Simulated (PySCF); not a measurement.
**What builds the second ionisation energy along the third row**

All values are computed (PySCF 2.14, energy differences of UHF-based or UKS calculations, no spin-orbit coupling). Each column adds one step, in eV (sums use unrounded values): valence MP2, valence CCSD, valence triples, then the next inner shell at CCSD(T) (Al 2s 2p, Si 2s 2p, P 2s 2p, S 2s 2p, Cl 2s 2p, Ar 2s 2p). References (NIST) marked * lie between the lowest fine-structure levels; the others compare directly ((s) semi-empirical, (t) theoretical).

```
                                                                                                          element     UHF  + MP2  + CCSD  + (T)  + inner shell     sum     reference
        Al [Ne] 3s2 → [Ne] 3s1 (x2c-QZVPPall with one added diffuse shell each of s, p, d, f type, spin-free X2C)  17.551  0.800   0.296  0.000          0.140  18.786        18.829
    Si [Ne] 3s2 3p1 → [Ne] 3s2 (x2c-QZVPPall with one added diffuse shell each of s, p, d, f type, spin-free X2C)  15.835  0.294   0.102  0.033         -0.005  16.258        16.322
 P [Ne] 3s2 3p2 → [Ne] 3s2 3p1 (x2c-QZVPPall with one added diffuse shell each of s, p, d, f type, spin-free X2C)  19.157  0.488   0.026  0.041          0.002  19.714  19.769 (s) *
 S [Ne] 3s2 3p3 → [Ne] 3s2 3p2 (x2c-QZVPPall with one added diffuse shell each of s, p, d, f type, spin-free X2C)  22.711  0.663  -0.078  0.047          0.004  23.348      23.338 *
Cl [Ne] 3s2 3p4 → [Ne] 3s2 3p3 (x2c-QZVPPall with one added diffuse shell each of s, p, d, f type, spin-free X2C)  22.578  0.895   0.121  0.037          0.014  23.646        23.771
Ar [Ne] 3s2 3p5 → [Ne] 3s2 3p4 (x2c-QZVPPall with one added diffuse shell each of s, p, d, f type, spin-free X2C)  26.355  1.117  -0.017  0.044          0.013  27.512      27.630 *
```

What remains against the references is mostly basis incompleteness and, for starred values, spin-orbit coupling.

These are valence bases, so the inner-shell step is incomplete.
